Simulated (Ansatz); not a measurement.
Geometry optimisation, RKS PBE/def2-SVP (Ansatz).

The input (input.yaml):

```yaml
crystal:
  periodic: [false, false, false]
  atoms:
    - { symbol: B, position_ang: [-1.644283, -0.630375, 0.476604] }
    - { symbol: "N", position_ang: [-0.759978, -1.349092, 1.425996] }
    - { symbol: F, position_ang: [-1.626528, -0.939732, -0.823008] }
    - { symbol: F, position_ang: [-2.488503, 0.299841, 0.920386] }
    - { symbol: H, position_ang: [0.647922, 0.345774, 0.714216] }
    - { symbol: O, position_ang: [0.516861, 1.116644, 0.131615] }
    - { symbol: Si, position_ang: [1.438238, 1.138096, -1.284141] }
    - { symbol: H, position_ang: [-0.911918, -1.25296, 2.429943] }
    - { symbol: H, position_ang: [-0.306156, -2.22041, 1.153543] }
    - { symbol: H, position_ang: [2.89658, 1.391886, -0.99074] }
    - { symbol: H, position_ang: [1.340454, -0.160494, -2.042929] }
    - { symbol: H, position_ang: [0.89751, 2.260822, -2.111586] }
basis:
  gaussian: { orbitals: def2-SVP }
hamiltonian:
  xc: pbe
relax:
  f_tol: 0.03
  max_steps: 50
```

Run as:

```bash
$ ansatz run input.yaml --threads 2 --pin off --max-ram 3072MiB --backend cpu --events-out ev --progress --plain --runs-dir out
```

Problem. Where does it end, and by what steps?

Solution. The run converged. After 13 steps the energy has fallen by 0.101 eV; H9 moved furthest, 0.48 Å.

| step | energy less start (eV) | largest force component (eV/Å) | accepted |
| --- | --- | --- | --- |
| 0 | 0.0000 | 1.311 | yes |
| 1 | -0.0667 | 0.585 | yes |
| 2 | -0.0720 | 0.431 | yes |
| 3 | -0.0863 | 0.126 | yes |
| 4 | -0.0895 | 0.091 | yes |
| 5 | -0.0932 | 0.099 | yes |
| 6 | -0.0957 | 0.047 | yes |
| 7 | -0.0976 | 0.131 | yes |
| 8 | -0.0960 | 0.407 | no |
| 9 | -0.0989 | 0.058 | yes |
| 10 | -0.0999 | 0.040 | yes |
| 11 | -0.1000 | 0.071 | yes |
| 12 | -0.1005 | 0.047 | yes |
| 13 | -0.1007 | 0.015 | yes |

```xyz
12
Properties=species:S:1:pos:R:3
B -1.744 -0.723 0.507
N -0.634 -1.186 1.266
F -1.851 -1.026 -0.789
F -2.691 0.027 1.074
H 0.329 0.454 0.679
O 0.495 1.275 0.160
Si 1.466 1.088 -1.198
H -0.639 -1.120 2.285
H -0.030 -1.923 0.901
H 2.937 1.090 -0.855
H 1.175 -0.205 -1.922
H 1.187 2.248 -2.107
```

Whether the end is a true minimum wasn't checked by a vibrational analysis.

Time of the run: 13 s on 2 threads of AMD EPYC 9R45 96-Core Processor (Zen 5), with other jobs on the host, peak memory 0.2 GiB.
